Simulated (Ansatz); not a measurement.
selenium dioxide (O$_{2}$Se), singlet, geometry from GFN2-xTB; WB97X/def2-TZVP (Ansatz, a quantum-chemistry and plane-wave program).

Here is a job for Ansatz.
Ansatz 0.2 input:
```yaml
crystal:
  periodic: [false, false, false]
  atoms:
    - {symbol: O, position_ang: [-1.30858110, 0.55019170, 0.03169236]}
    - {symbol: Se, position_ang: [0.01459899, -0.28855533, -0.02417049]}
    - {symbol: O, position_ang: [1.24653537, 0.67616846, 0.07103224]}
basis:
  gaussian:
    orbitals: def2-TZVP
hamiltonian:
  xc: {name: wB97X}
accuracy: high
```

Task: Write the output that Ansatz gives for this input, abridged.

Result: 
```
Functional definition: wB97X
1658 factors; integrals over basis functions are off by at most 4.6e-9 eV
244 factors; integrals over basis functions are off by at most 1.3e-9 eV
mean field evaluation 1: about -69434.3851 eV, gradient 7.2e1 eV
mean field evaluation 2: about -69424.7843 eV, gradient 1.1e2 eV
mean field evaluation 4: about -69443.0810 eV, gradient 1.3e0 eV
mean field evaluation 8: about -69443.1677 eV, gradient 4.9e-2 eV
mean field evaluation 16: about -69443.1677 eV, gradient 1.1e-5 eV
mean field -69443.16767736 eV, -2551.9893418734 hartree, gradient 8.6e-8 eV, S^2 0.000000; 0 other end points of the search recorded, 0 dependent functions left out
reference -69443.16767539 eV, -2551.9893418011 hartree; 25, 25 occupied and 85, 85 virtual orbitals, 1658 factors
Total energy: -69443.16767539 eV, -2551.9893418011 hartree
```
